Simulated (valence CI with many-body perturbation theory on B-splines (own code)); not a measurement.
**E1 line list for Dy³⁵⁺**

Method: valence CI with perturbative core correlation (CI+MBPT): three valence electrons over a frozen Dirac-Fock core [Ar] 3d10, radial functions for each j: 11 s, 11 p, 10 d, 8 f, 5 g, 2 h, with the one-electron correlation potential Σ1, the two-electron term Σ2, the three-electron term Σ3, Breit, model QED; selected CI, second order for the rest, scaled by the run's own slope (own B-spline code, finite nucleus).

No measured spectrum was set against this ion. As an estimate, large intervals hold to a few tenths of a per cent, small ones and those within an open d or f shell to about a per cent.

Lines 101 to 150 of 534 in falling wavelength, among levels below 4828.2 × 10³ cm⁻¹, chosen from the strongest by gf and those to the six lowest levels. Wavelengths and rates use the calculated energies. Electric multipoles are in the length gauge with retardation, E1 and E2 with the static RPA response of the core. Weak lines are less certain than strong ones. Lines between different terms over intervals too small for the method are left out, as are lines whose strength nearly cancels. Where a level lies close to another of its J and parity, the split of strength between their lines is uncertain. The highest levels of a list are the least certain.

Levels are named by their leading jj configuration (3d3/2^4 stands for four electrons in 3d with j = 3/2), which in mixed levels can hold well under half, so a name can repeat and another be missing. Letters in brackets count levels of one name in rising energy.

| λ vac (nm) | Upper | Lower | A (s⁻¹) | S (a.u.) |
| --- | --- | --- | --- | --- |
| 9.080 | (4s 4d3/2 4d5/2) J=7/2 [b] | (4s 4p3/2 4d3/2) J=5/2 [b] | 1.63e+11 | 4.83e-01 |
| 9.071 | (4p1/2 4p3/2 4f5/2) J=3/2 [b] | (4s 4p1/2 4f5/2) J=3/2 | 7.62e+10 | 1.12e-01 |
| 9.067 | (4s 4d3/2 4f5/2) J=5/2 | (4s 4d3/2 4d5/2) J=7/2 [b] | 6.52e+10 | 1.44e-01 |
| 9.058 | (4s 4p3/2 4f5/2) J=7/2 [b] | (4s^2 4f5/2) J=5/2 | 1.42e+11 | 4.16e-01 |
| 9.055 | (4p3/2 4d3/2 4d5/2) J=9/2 [b] | (4p3/2^2 4d3/2) J=7/2 | 3.19e+10 | 1.17e-01 |
| 9.054 | (4s 4d5/2^2) J=5/2 | (4s 4p3/2 4d5/2) J=7/2 [b] | 6.56e+10 | 1.44e-01 |
| 9.053 | (4p1/2 4p3/2 4f7/2) J=7/2 [a] | (4s 4p1/2 4f5/2) J=7/2 | 6.16e+10 | 1.80e-01 |
| 9.050 | (4p1/2 4p3/2 4d5/2) J=5/2 [b] | (4s 4p1/2 4d5/2) J=5/2 [b] | 6.94e+10 | 1.52e-01 |
| 9.034 | (4s 4d5/2 4f7/2) J=13/2 | (4s 4p3/2 4f7/2) J=11/2 | 2.17e+11 | 1.11e+00 |
| 9.033 | (4p3/2 4d3/2 4d5/2) J=5/2 [b] | (4p3/2^2 4d3/2) J=3/2 [a] | 4.56e+10 | 9.94e-02 |
| 9.032 | (4p1/2 4d3/2 4d5/2) J=5/2 [a] | (4p1/2 4p3/2 4d3/2) J=3/2 [a] | 4.30e+10 | 9.38e-02 |
| 9.028 | (4p1/2 4p3/2 4f5/2) J=5/2 [a] | (4p1/2 4p3/2 4d5/2) J=7/2 [b] | 5.16e+10 | 1.13e-01 |
| 9.014 | (4p3/2 4d3/2^2) J=1/2 | (4s 4d3/2^2) J=3/2 | 1.61e+11 | 1.16e-01 |
| 9.012 | (4p3/2^2 4f5/2) J=5/2 | (4s 4p3/2 4f5/2) J=3/2 [b] | 5.12e+10 | 1.11e-01 |
| 9.003 | (4s 4d5/2 4f7/2) J=9/2 | (4s 4p3/2 4f7/2) J=11/2 | 5.70e+10 | 2.05e-01 |
| 9.002 | (4s 4p3/2 4f7/2) J=5/2 [b] | (4s^2 4f7/2) J=7/2 | 2.46e+11 | 5.31e-01 |
| 8.997 | (4p1/2^2 4p3/2) J=3/2 | (4s 4p1/2^2) J=1/2 | 9.48e+10 | 1.36e-01 |
| 8.997 | (4p3/2 4d5/2^2) J=9/2 | (4s 4d3/2 4d5/2) J=9/2 | 3.28e+10 | 1.18e-01 |
| 8.996 | (4p3/2 4d3/2 4d5/2) J=5/2 [b] | (4p3/2^2 4d3/2) J=7/2 | 6.38e+10 | 1.38e-01 |
| 8.994 | (4p3/2 4d3/2 4d5/2) J=5/2 [d] | (4p3/2^2 4d3/2) J=3/2 [b] | 6.68e+10 | 1.44e-01 |
| 8.992 | (4p3/2^2 4f5/2) J=5/2 | (4s 4p3/2 4f5/2) J=3/2 [a] | 4.50e+10 | 9.70e-02 |
| 8.992 | (4p1/2 4d3/2 4d5/2) J=7/2 [a] | (4p1/2 4p3/2 4d3/2) J=5/2 [a] | 6.69e+10 | 1.92e-01 |
| 8.992 | (4s 4p3/2 4d5/2) J=5/2 [b] | (4s^2 4d5/2) J=5/2 | 1.09e+11 | 2.35e-01 |
| 8.992 | (4p1/2 4p3/2 4f5/2) J=3/2 [a] | (4p1/2 4p3/2 4d5/2) J=5/2 [c] | 8.29e+10 | 1.19e-01 |
| 8.975 | (4s 4p3/2 4d5/2) J=3/2 [a] | (4s 4p3/2^2) J=5/2 | 1.54e+11 | 2.20e-01 |
| 8.971 | (4p1/2^2 4d5/2) J=5/2 | (4p1/2^2 4p3/2) J=3/2 | 1.08e+11 | 2.31e-01 |
| 8.960 | (4p1/2 4d3/2 4d5/2) J=9/2 | (4p1/2 4p3/2 4d3/2) J=7/2 | 6.24e+10 | 2.21e-01 |
| 8.960 | (4p1/2 4p3/2 4d5/2) J=3/2 [a] | (4s 4p1/2 4d3/2) J=3/2 [b] | 1.22e+11 | 1.74e-01 |
| 8.955 | (4p1/2 4p3/2 4d5/2) J=5/2 [c] | (4s 4p1/2 4d5/2) J=5/2 [b] | 6.89e+10 | 1.47e-01 |
| 8.949 | (4s 4d3/2 4d5/2) J=7/2 [a] | (4s 4p3/2 4d3/2) J=7/2 | 3.44e+10 | 9.73e-02 |
| 8.948 | (4p1/2 4p3/2 4f5/2) J=5/2 [b] | (4p1/2 4p3/2 4d5/2) J=5/2 [b] | 5.38e+10 | 1.14e-01 |
| 8.940 | (4p1/2 4d5/2^2) J=9/2 | (4p1/2 4p3/2 4d5/2) J=9/2 | 7.99e+10 | 2.82e-01 |
| 8.939 | (4s 4p3/2 4d5/2) J=3/2 [b] | (4s^2 4d5/2) J=5/2 | 2.67e+11 | 3.76e-01 |
| 8.934 | (4p1/2 4p3/2 4d3/2) J=3/2 [a] | (4s 4p1/2 4d3/2) J=3/2 [a] | 1.06e+11 | 1.50e-01 |
| 8.931 | (4p1/2 4p3/2 4f5/2) J=5/2 [a] | (4p1/2 4p3/2 4d5/2) J=5/2 [a] | 6.18e+10 | 1.30e-01 |
| 8.926 | (4p3/2 4d3/2 4d5/2) J=1/2 [a] | (4p3/2^2 4d3/2) J=3/2 [a] | 1.40e+11 | 9.79e-02 |
| 8.925 | (4p3/2^2 4f5/2) J=7/2 | (4s 4p3/2 4f5/2) J=7/2 [a] | 5.67e+10 | 1.59e-01 |
| 8.922 | (4p3/2 4d3/2 4d5/2) J=3/2 [c] | (4p3/2^2 4d3/2) J=3/2 [b] | 1.23e+11 | 1.72e-01 |
| 8.915 | (4p3/2^2 4f7/2) J=11/2 | (4s 4p3/2 4f7/2) J=11/2 | 1.08e+11 | 4.51e-01 |
| 8.898 | (4p1/2 4p3/2 4f5/2) J=3/2 [a] | (4p1/2 4p3/2 4d5/2) J=5/2 [b] | 6.71e+10 | 9.33e-02 |
| 8.898 | (4p3/2 4d3/2 4d5/2) J=3/2 [a] | (4s 4d3/2 4d5/2) J=5/2 [a] | 1.10e+11 | 1.54e-01 |
| 8.898 | (4p3/2^2 4d5/2) J=5/2 [b] | (4s 4p3/2 4d5/2) J=7/2 [a] | 9.56e+10 | 1.99e-01 |
| 8.896 | (4p1/2 4p3/2 4d3/2) J=1/2 [a] | (4s 4p1/2 4d3/2) J=3/2 [a] | 2.06e+11 | 1.43e-01 |
| 8.894 | (4p3/2^2 4f5/2) J=7/2 | (4s 4p3/2 4f5/2) J=5/2 [a] | 1.66e+11 | 4.62e-01 |
| 8.894 | (4p1/2 4p3/2^2) J=3/2 | (4s 4p1/2 4p3/2) J=3/2 [a] | 8.93e+10 | 1.24e-01 |
| 8.893 | (4s 4p1/2 4p3/2) J=1/2 | (4s^2 4p1/2) J=1/2 | 3.22e+11 | 2.24e-01 |
| 8.889 | (4s 4p3/2^2) J=1/2 | (4s^2 4p3/2) J=3/2 | 2.26e+11 | 1.57e-01 |
| 8.885 | (4s 4p3/2 4d5/2) J=5/2 [b] | (4s 4p3/2^2) J=3/2 | 7.30e+10 | 1.52e-01 |
| 8.875 | (4p1/2 4d5/2^2) J=1/2 | (4p1/2 4p3/2 4d5/2) J=3/2 [b] | 2.97e+11 | 2.05e-01 |
| 8.872 | (4p1/2 4p3/2 4d5/2) J=5/2 [a] | (4s 4p1/2 4d5/2) J=5/2 [a] | 8.74e+10 | 1.81e-01 |
